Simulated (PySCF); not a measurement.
Basis and Hamiltonian dependence of the excitation energy of P+

P+ [Ne] 3s2 3p2 (3P) → P+ [Ne] 3s1 3p3 (5S). Calculated with PySCF 2.14 from differences of total energies of unrestricted determinants, without spin-orbit coupling. Values in eV.

```
                                                               basis       Hamiltonian  functions    UHF  r2SCAN   PBE0  MP2 (valence)  CCSD(T) (valence)  CCSD(T) (valence and next inner shell)
                                                      aug-cc-pVDZ-DK     spin-free X2C         27  4.007   5.004  5.573          4.888              5.297                                     n/a
                                                     aug-cc-pV(D+d)Z  non-relativistic         32  3.928   4.922  5.487          4.820              5.242                                     n/a
                                                        x2c-TZVPPall     spin-free X2C         42  3.984   4.990  5.565          5.040              5.411                                   5.533
                                                         def2-TZVPPD  non-relativistic         48  3.890   4.875  5.467          4.957              5.329                                   5.448
                                                          dyall-av2z  non-relativistic         50  3.928   4.928  5.498          4.831              5.236                                     n/a
                                                     aug-cc-pV(T+d)Z  non-relativistic         55  3.897   4.891  5.474          4.973              5.342                                     n/a
                                                        x2c-QZVPPall     spin-free X2C         70  3.972   4.978  5.557          5.131              5.460                                   5.598
aug-cc-pV(T+d)Z with one added diffuse shell each of s, p, d, f type  non-relativistic         71  3.897   4.892  5.474          4.974              5.343                                     n/a
                                                       aug-cc-pwCVTZ  non-relativistic         75  3.894   4.896  5.479          4.992              5.353                                   5.474
                                                          dyall-av3z  non-relativistic         84  3.883   4.878  5.465          4.973              5.337                                     n/a
aug-cc-pCVTZ-DK with one added diffuse shell each of s, p, d, f type     spin-free X2C         91  3.978   4.984  5.567          5.067              5.430                                   5.545
                                                         dyall-acv3z  non-relativistic        113  3.888   4.882  5.468          4.997              5.353                                     n/a
                                                       aug-cc-pwCVQZ  non-relativistic        134  3.887   4.901  5.467          5.059                n/a                                     n/a
                                                     aug-cc-pV(5+d)Z  non-relativistic        136  3.887   4.888  5.465          5.084                n/a                                     n/a
```

Frozen in the all-electron rows: valence: [Ne]; valence and next inner shell: 1s2.

Reference for a calculation without spin-orbit coupling: 5.627 eV (measured, between term centres; NIST).
